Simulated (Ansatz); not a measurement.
Scan of the Sn1–H2 bond length

SnH₃ (SMILES [SnH3]), doublet, at its PBE0-D4/def2-TZVP minimum:

```tsv
atom	x (Å)	y (Å)	z (Å)
Sn1	0.2802	-0.2116	-0.2717
H2	1.0552	0.0110	1.2417
H3	-1.1250	-1.1722	-0.0640
H4	-0.1549	1.3125	-0.9263
```

The bond length Sn1–H2 (1.715 Å at the minimum) is set to the values below, with the rest relaxed at PBE0-D4/def2-TZVP at each step. Each method's energies count from its own value at the PBE0-D4 minimum structure. 2 of 9 computed points, where the reference changed state or T1 grew large, are left out. Ansatz 0.2.0; basis: def2-TZVPP; cores frozen in the correlated methods; orbitals are unrestricted. Filled d shells of the heavier atoms are correlated. Core potentials replace the inner electrons of the atoms past krypton. The def2 sets are not built for correlating such inner shells, so the correlated values are less sure here. B3LYP uses VWN-RPA correlation.

| bond length (Å) | CCSD(T) (kcal/mol) | B3LYP-D4 (kcal/mol) | PBE-D4 (kcal/mol) | r2SCAN-D4 (kcal/mol) |
| --- | --- | --- | --- | --- |
| 1.406 | 21.34 | 23.25 | 23.61 | 22.25 |
| 1.479 | 10.78 | 12.26 | 12.62 | 11.54 |
| 1.584 | 2.55 | 3.39 | 3.63 | 3.01 |
| 1.708 | -0.02 | 0.02 | 0.04 | 0.00 |
| 1.845 | 2.64 | 1.80 | 1.48 | 2.13 |
| 1.993 | 9.06 | 7.28 | 6.57 | 7.99 |
| 2.149 | 17.61 | 14.68 | 13.68 | 16.03 |

Minimum and curvature along this coordinate at CCSD(T): A fifth-order fit through the nearest points gives 1.701 Å, with a curvature of about 14 eV/Å².

Largest difference from the CCSD(T) curve over the scan: PBE0-D4 1.42; wB97M-V 0.60; HF 2.55; MP2 2.84 kcal/mol. Each curve counts from its own value at the minimum.

T1 diagnostic: at most 0.019. ⟨S²⟩ of the unrestricted Hartree–Fock references: 0.75 to 0.77 (a pure state has 0.75).

For scale, one of the runs: CCSD(T)/def2-TZVPP, 92 basis functions (an equivalent command: `ansatz run in.yaml --threads 2`). The run took 3.9 s on 2 CPU threads (shared host), with 0.6 GiB of host memory at its peak.
